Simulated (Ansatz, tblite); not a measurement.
Forces on tri-p-tolylsulfonium bromide (C21H21BrS) at its PBE-D4/def2-SVP geometry. Total charge 0; singlet.

The xTB rows come from tblite. Single mean-field runs in def2-TZVP are fitted with def2-universal-jkfit.

GFN2-xTB (tblite), largest force 0.94 eV/Å:

```xyz
44
positions Å, forces eV/Å
C     4.113    2.899    2.666    0.265    0.121    0.241
C     3.039    2.419    1.725   -0.394   -0.184   -0.430
C     2.139    3.330    1.127    0.057   -0.138   -0.094
C     1.172    2.904    0.213    0.321   -0.171    0.234
C     1.086    1.537   -0.095    0.221    0.104    0.424
S    -0.248    1.066   -1.210    0.152    0.026   -0.177
C    -1.544    0.627    0.053   -0.407   -0.100    0.257
C    -2.809    0.331   -0.485    0.039   -0.021    0.356
C    -3.889    0.091    0.370    0.145    0.045    0.130
C    -3.741    0.167    1.774    0.472    0.128   -0.422
C    -4.919   -0.074    2.683   -0.299   -0.066    0.202
C    -2.471    0.490    2.286   -0.028   -0.031   -0.208
C    -1.373    0.723    1.441   -0.398   -0.111   -0.172
C     0.126   -0.629   -1.763    0.088   -0.516   -0.073
C    -0.098   -1.732   -0.921    0.124   -0.032   -0.404
C     0.172   -3.021   -1.399    0.046    0.165   -0.156
C     0.647   -3.233   -2.710   -0.108    0.581    0.213
C     0.962   -4.620   -3.206    0.098   -0.329   -0.125
C     0.839   -2.105   -3.534   -0.021    0.040    0.101
C     0.590   -0.805   -3.075   -0.043   -0.272    0.284
C     1.955    0.604    0.481    0.139    0.349    0.154
C     2.930    1.057    1.383   -0.100    0.145   -0.099
H     4.400    2.116    3.396   -0.226    0.402   -0.458
H     5.032    3.176    2.105   -0.598   -0.191    0.240
H     3.792    3.799    3.229    0.106   -0.530   -0.366
H     2.211    4.402    1.370   -0.025   -0.682   -0.144
H     0.507    3.625   -0.284    0.388   -0.489    0.339
H    -2.946    0.278   -1.577    0.147    0.041    0.718
H    -4.873   -0.155   -0.059    0.616    0.160    0.296
H    -5.704    0.696    2.533    0.514   -0.394    0.017
H    -5.392   -1.056    2.478    0.339    0.542    0.053
H    -4.624   -0.052    3.750   -0.085    0.001   -0.627
H    -2.330    0.560    3.377   -0.075   -0.040   -0.680
H    -0.391    0.968    1.870   -0.577   -0.135   -0.252
H    -0.492   -1.596    0.096    0.246   -0.062   -0.581
H     0.005   -3.883   -0.734    0.109    0.530   -0.415
H     0.787   -4.713   -4.296    0.065    0.137    0.626
H     0.356   -5.390   -2.687    0.300    0.505   -0.253
H     2.030   -4.868   -3.027   -0.602    0.233   -0.061
H     1.197   -2.242   -4.567   -0.213    0.071    0.671
H     0.786    0.089   -3.696   -0.194   -0.842    0.369
H     1.888   -0.462    0.224    0.033    0.636    0.146
H     3.625    0.328    1.827   -0.428    0.459   -0.277
Br    1.457    2.357   -3.130   -0.207   -0.086    0.401
```

PBE-D4/def2-TZVP (Ansatz), largest force 0.42 eV/Å:

```
C 0.180 0.077 0.116
C -0.176 -0.084 -0.179
C 0.015 -0.040 0.000
C 0.014 -0.055 0.047
C 0.085 0.031 0.091
S 0.014 -0.260 0.327
C -0.075 0.058 0.020
C 0.001 -0.016 0.045
C 0.044 0.005 0.024
C 0.209 0.050 -0.150
C -0.178 -0.033 0.109
C -0.053 -0.010 -0.038
C -0.028 -0.035 -0.046
C 0.005 -0.116 -0.023
C 0.029 -0.004 -0.061
C 0.014 0.032 -0.032
C -0.052 0.244 0.088
C 0.076 -0.189 -0.063
C -0.025 -0.015 0.032
C 0.002 -0.009 0.032
C -0.020 0.071 0.026
C -0.017 0.036 -0.014
H -0.094 0.207 -0.207
H -0.258 -0.076 0.148
H 0.071 -0.252 -0.157
H -0.014 -0.303 -0.067
H 0.194 -0.210 0.140
H 0.041 0.019 0.316
H 0.270 0.073 0.121
H 0.213 -0.192 0.037
H 0.133 0.250 0.051
H -0.056 -0.003 -0.284
H -0.042 -0.020 -0.298
H -0.276 -0.064 -0.134
H 0.115 -0.031 -0.294
H 0.041 0.230 -0.189
H 0.035 0.039 0.286
H 0.148 0.217 -0.130
H -0.280 0.072 -0.043
H -0.098 0.034 0.291
H -0.063 -0.314 0.181
H 0.013 0.315 0.060
H -0.189 0.208 -0.117
Br 0.037 0.063 -0.063
```

r2SCAN-D4/def2-TZVP (Ansatz), largest force 0.74 eV/Å:

```
C 0.273 0.119 0.200
C -0.293 -0.141 -0.285
C 0.018 -0.065 -0.005
C 0.048 -0.091 0.066
C 0.194 0.100 0.210
S -0.029 -0.454 0.581
C -0.202 0.093 0.094
C -0.009 -0.025 0.091
C 0.072 0.008 0.035
C 0.348 0.081 -0.239
C -0.280 -0.053 0.191
C -0.084 -0.025 -0.059
C -0.055 -0.040 -0.071
C 0.036 -0.243 -0.106
C 0.027 -0.039 -0.102
C 0.022 0.053 -0.045
C -0.084 0.403 0.133
C 0.100 -0.310 -0.108
C -0.029 -0.032 0.059
C 0.012 -0.020 0.033
C -0.024 0.117 0.018
C -0.024 0.065 -0.013
H -0.164 0.365 -0.371
H -0.456 -0.137 0.251
H 0.127 -0.443 -0.285
H -0.027 -0.532 -0.120
H 0.333 -0.366 0.244
H 0.074 0.032 0.545
H 0.477 0.126 0.216
H 0.384 -0.348 0.055
H 0.240 0.455 0.081
H -0.108 -0.006 -0.519
H -0.070 -0.034 -0.534
H -0.486 -0.112 -0.216
H 0.207 -0.067 -0.505
H 0.076 0.415 -0.330
H 0.070 0.073 0.519
H 0.272 0.392 -0.232
H -0.499 0.137 -0.074
H -0.173 0.063 0.514
H -0.122 -0.547 0.318
H 0.034 0.541 0.117
H -0.338 0.364 -0.213
Br 0.109 0.127 -0.139
```
